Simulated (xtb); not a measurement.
In(H)(Et)(OH) (C₂H₇InO), SMILES [InH]([OH])[CH2]C. All values are semi-empirical tight-binding results from xtb (GFN2-xTB unless named), good for trends rather than for accurate numbers. Geometry optimised at GFN2-xTB. The structure was generated by enumeration; whether it is a known compound was not checked. Other conformers were not sampled.

For metal compounds this method's bond lengths and energies can be far off.

### Question
Estimate the properties. (Estimate from the structure and the level; the computed values follow.)

### Answer

- point group as xtb finds it = Cs
- orbital gap = 3.61 eV
- zero-point energy = 49.5 kcal/mol
- G − E(el) at 298.15 K (modified RRHO) = 29.1 kcal/mol
